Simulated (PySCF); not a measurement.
PySCF 2.14 output of an unrestricted PBE calculation on a single atom or ion in ANO-RCC-VTZP (7s6p3d1f, 47 functions), with the spin-free X2C one-electron Hamiltonian (Gaussian nucleus):

```
SCF conv_tol = 1e-09
number electrons alpha = 19  beta = 18
    J. P. Perdew, K. Burke, and M. Ernzerhof.,  Phys. Rev. Lett. 77, 3865 (1996)
    J. P. Perdew, K. Burke, and M. Ernzerhof.,  Phys. Rev. Lett. 78, 1396 (1997)
    J. P. Perdew, K. Burke, and M. Ernzerhof.,  Phys. Rev. Lett. 77, 3865 (1996)
    J. P. Perdew, K. Burke, and M. Ernzerhof.,  Phys. Rev. Lett. 78, 1396 (1997)
cycle= 1 E= -2980.49782144404  delta_E= -0.00844  |g|= 0.0646  |ddm|= 0.118
cycle= 2 E= -2980.4982399679  delta_E= -0.000419  |g|= 0.0287  |ddm|= 0.0191
cycle= 3 E= -2980.49834408543  delta_E= -0.000104  |g|= 0.00378  |ddm|= 0.00758
cycle= 4 E= -2980.4983488565  delta_E= -4.77e-06  |g|= 4.72e-05  |ddm|= 0.00253
cycle= 5 E= -2980.4983488597  delta_E= -3.2e-09  |g|= 5.48e-06  |ddm|= 0.00017
cycle= 6 E= -2980.49834885971  delta_E= -1.68e-11  |g|= 5.7e-07  |ddm|= 7.51e-06
converged SCF energy = -2980.49834885971  <S^2> = 0.75000367  2S+1 = 2.0000037
```

The run itself started from symmetry-adapted Hartree-Fock orbitals and held the occupation by maximum overlap, on a logarithmic radial grid, so the iterations belong to that start.

Problem. Which element, charge and spin multiplicity is this?

Solution. Rb (rubidium, neutral), multiplicity 2; the state was [Kr] 5p1, 2P determinant (an excited configuration).
